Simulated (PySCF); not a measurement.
**Telling isomers of C₃H₁₃PSi₃ apart by NMR**

PySCF 2.14.0 with density-fitted response routines calculation with PBE0/pcSseg-1 with gauge-including orbitals and geometry from PBE0-D3(BJ)/def2-SVP; no relativistic terms, a single conformation, in vacuum, one averaged value for each set of equivalent atoms.

Chemical shifts δ = σref − σ; $^{1}$H (31.27 ppm), $^{13}$C (184.41 ppm) vs TMS, all at this level. Splittings of carbon signals by F and P are missing where no couplings were computed. Where no couplings were computed, multiplicities follow the n + 1 count of equivalent neighbours, and m marks all less simple cases (inequivalent or close neighbours, rings, F or P nearby). Shifts are as computed. Against solution values, carbons near 30 ppm lie about +2 ppm off and those near 130 ppm about +5 ppm. Of 1309 compounds with measured shifts, 239 miss one by over three times the rms of a fit or turn the order of signals round; such compounds aren't used in these exercises.

(1) Tabulate the signals of `C=C(C)[SiH2]P([SiH3])[SiH3]`, `P[SiH]1C[SiH2]C[SiH2]C1`, `C=CC[SiH2]P([SiH3])[SiH3]` and their relative energies.

(2) What is the quickest way to tell C=C(C)[SiH2]P([SiH3])[SiH3] from C=CC[SiH2]P([SiH3])[SiH3]?

(3) What is the quickest way to tell P[SiH]1C[SiH2]C[SiH2]C1 from C=CC[SiH2]P([SiH3])[SiH3]?

(4) What is the quickest way to tell C=C(C)[SiH2]P([SiH3])[SiH3] from P[SiH]1C[SiH2]C[SiH2]C1?

Answers

(1) 
```tsv
SMILES	carbon types	δC	δH	E rel. (kcal/mol)
C=C(C)[SiH2]P([SiH3])[SiH3]	1×C 1×CH2 1×CH3	145.6, 140.4, 26.5	6.14 (m, 1H), 6.05 (m, 1H), 4.42 (m, 2H), 4.08 (m, 6H), 1.99 (s, 3H)	37.5
P[SiH]1C[SiH2]C[SiH2]C1	3×CH2	-5.0, -8.3	5.35 (m, 1H), 4.57 (m, 2H), 4.49 (m, 2H), 1.52 (m, 2H), 0.05 (m, 2H), -0.15 (m, 1H), -0.17 (m, 2H), -0.20 (m, 1H)	0.0
C=CC[SiH2]P([SiH3])[SiH3]	1×CH 2×CH2	142.0, 122.8, 22.4	5.98 (m, 1H), 5.30 (m, 1H), 5.22 (m, 1H), 4.12 (m, 2H), 4.08 (m, 6H), 1.81 (m, 2H)	37.9
```

Energies are electronic energies at PBE0/pcSseg-1 on these geometries, without zero-point or thermal terms, each for the one conformer computed, which needn't be the lowest.

(2) Both give the same number of carbon signals, but DEPT or the intensities differ. The first has a fully substituted alkene carbon (C) at 145.6 ppm, the second an alkene CH at 142.0 ppm.

(3) Count the carbon signals: 2 against 3. The first has an sp3 CH2 bonded to 2 Si at -8.3 ppm, the second an alkene CH at 142.0 ppm. Their most deshielded carbons lie at -5.0 and 142.0 ppm. In the proton spectra the most deshielded non-exchanging signals are 5.35 (m, 1H) and 5.98 (m, 1H).

(4) Count the carbon signals: 3 against 2. The first has a fully substituted alkene carbon (C) at 145.6 ppm, the second an sp3 CH2 bonded to 2 Si at -5.0 ppm. In the proton spectra the most deshielded non-exchanging signals are 6.14 (m, 1H) and 5.35 (m, 1H).
